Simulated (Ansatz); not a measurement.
Species: C4H5OSi, charge -1, multiplicity 1. It need not be the lowest isomer of its formula. Whether it binds its extra electron was not tested at this geometry. 
Geometry from a B3LYP-D3(BJ)/def2-TZVP (Ansatz, a program for electronic structure) optimisation:
```
C
C 1 1.3596
H 2 1.0764 1 132.65
O 2 1.3904 3 114.63 1 179.68
C 4 1.3623 2 105.24 3 -179.39
C 5 1.3550 4 110.46 2 -0.45
H 5 1.0778 6 133.66 1 -179.87
H 6 1.0797 5 126.00 7 0.76
Si 1 1.9407 2 130.15 3 -7.48
H 9 1.5383 1 96.20 2 110.49
H 9 1.5389 10 94.85 1 96.35
```
Charge -1, spin multiplicity 1.

Total electronic energies in hartree. Cores are frozen in the correlated levels unless marked. No spin-orbit coupling. No relativistic terms. CBS marks a two-point X^-3 extrapolation of the correlation energy; Hartree-Fock from the larger set. The bracket is a focal-point correction in the basis named.

The Hartree-Fock reference is unstable (checked in the largest basis), which strains HF and MP2. 

| level | program | energy (Eh) |
|---|---|---|
| HF/6-31G | Ansatz | -517.96063 |
| HF/cc-pVTZ | Ansatz | -518.20324 |
| RI-HF/cc-pV(T+d)Z | Ansatz | -518.20511 |
| RI-HF/aug-cc-pV(Q+d)Z | Ansatz | -518.22849 |
| PBE-D3(BJ)/def2-TZVPD | Ansatz + dftd3 | -519.80277 |
| PBE-D4/def2-TZVPD | Ansatz + dftd4 | -519.80484 |
| revPBE-D3(BJ)/def2-TZVPD | Ansatz + dftd3 | -520.11968 |
| revPBE-D4/def2-TZVPD | Ansatz + dftd4 | -520.13326 |
| r2SCAN-D3(BJ)/def2-TZVPD | Ansatz + dftd3 | [?] |
| HSE06-D4/def2-TZVPD | Ansatz + dftd4 | [?] |
| B2PLYP/def2-TZVPD | Ansatz | -519.90535 |
| MP2/STO-3G | Ansatz | -512.07221 |
| MP2/cc-pV(D+d)Z | Ansatz | -518.94540 |
| MP2/cc-pVTZ | Ansatz | -519.20759 |
| MP2/aug-cc-pV(Q+d)Z | Ansatz | -519.31032 |
| SCS-MP2/aug-cc-pV(T+d)Z | Ansatz | -519.22226 |
| SCS-MP2/cc-pwCVTZ | Ansatz | -519.21254 |
| SCS-MP2/aug-cc-pV(Q+d)Z | Ansatz | -519.30220 |
| CCSD/aug-cc-pV(T+d)Z | Ansatz | -519.26219 |
| CCSD/CBS(aug-cc-pV(T+d)Z,aug-cc-pV(Q+d)Z) | Ansatz | -519.3586 |
| CCSD(T)/STO-3G | Ansatz | -512.14280 |
| RI-MP2/CBS(aug-cc-pV(T+d)Z,aug-cc-pV(Q+d)Z)+[CCSD(T)-MP2]/aug-cc-pV(D+d)Z | Ansatz | -519.4342 |
| CCSD(T)/CBS(aug-cc-pV(T+d)Z,aug-cc-pV(Q+d)Z) | Ansatz | -519.4201 |

Problem. Complete the blanks.

Solution. 
- r2SCAN-D3(BJ)/def2-TZVPD, energy (Eh): -520.06534
- HSE06-D4/def2-TZVPD, energy (Eh): -519.81872
